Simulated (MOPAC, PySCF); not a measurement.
C$_{3}$H$_{4}$O, SMILES `C(=O)=CC`, neutral singlet in the gas phase. 

Cartesian coordinates (Å):
SMILES: C(=CC)=O
```xyz
8

C     -0.7588    -0.5330    -0.3066
C      0.4616     0.3552    -0.2579
C      1.0618     0.7108     0.8586
O      1.5944     1.0254     1.8572
H     -1.0713    -0.8362     0.7007
H     -0.5596    -1.4481    -0.8848
H     -1.6074    -0.0145    -0.7784
H      0.9010     0.7447    -1.1780
```
Charge 0, multiplicity 1.

All levels are single points at this geometry (PBE-D3(BJ)/def2-TZVP); Pople sets use spherical d functions. Orbital energies aren't observables, and empty levels follow the basis.

| level | HOMO (eV) | LUMO (eV) | gap (eV) | dipole (D) | vertical IE, Delta-SCF (eV) |
|---|---|---|---|---|---|
| PBE-D3(BJ)/def2-TZVP in PySCF | -5.40 | -2.06 | 3.34 | 1.81 | 8.91 |
| B3LYP/6-311+G** in PySCF | -6.47 | -1.32 | 5.15 | 2.05 | – |
| BP86/6-31G* in PySCF | -5.15 | -1.82 | 3.33 | 1.73 | – |
| M06-2X/6-31G* in PySCF | -7.58 | 0.47 | 8.04 | 1.88 | – |
| SVWN5/6-31G* in PySCF | -5.16 | -1.93 | 3.22 | 1.80 | 8.93 |
| HF/3-21G in PySCF | -9.19 | 3.77 | 12.96 | 2.18 | – |
| HF/6-31G* in PySCF | -9.30 | 3.76 | 13.06 | 2.20 | 7.94 |
| HF/STO-3G in PySCF | -6.92 | 7.30 | 14.23 | 0.94 | – |
| PM6 in MOPAC | -9.24 | 0.04 | 9.29 | 1.30 | – |
